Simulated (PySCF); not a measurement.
GeH6O3Si. Atoms are numbered in the order given.

```xyz
11

O     -1.3333     0.9084     1.5044
Si    -0.8919     0.1117     0.1011
O     -1.3698     1.0495    -1.1950
O     -1.6625    -1.3797     0.2091
Ge     1.4560    -0.1621    -0.1729
H     -1.5220     0.3141     2.2520
H     -2.2597     1.4374    -1.0998
H     -1.4244    -2.0159    -0.4878
H      2.0479    -0.9439     1.0322
H      2.1994     1.1939    -0.2765
H      1.7777    -0.9871    -1.4504
```
Charge 0, spin multiplicity 1.

Geometry: PBE-D3(BJ)/def2-SVP. The values are those of a single conformer.

Method: ωB97X/def2-TZVP run with PySCF.

Atomic charges (e):

| atom | meta-Löwdin | Löwdin |
|---|---|---|
| O1 | -0.76 | … |
| Si2 | 1.30 | … |
| O3 | -0.75 | … |
| O4 | -0.76 | … |
| Ge5 | 0.07 | 0.25 |
| H6 | 0.36 | 0.19 |
| H7 | 0.35 | 0.19 |
| H8 | 0.35 | 0.18 |
| H9 | -0.06 | … |
| H10 | -0.05 | … |
| H11 | -0.06 | … |

### Question
Complete the blanks. (Estimate from the structure and the level; the computed values follow.)

### Answer

- O1, Löwdin: -0.13
- Si2, Löwdin: -0.25
- O3, Löwdin: -0.13
- O4, Löwdin: -0.14
- H9, Löwdin: -0.06
- H10, Löwdin: -0.05
- H11, Löwdin: -0.06
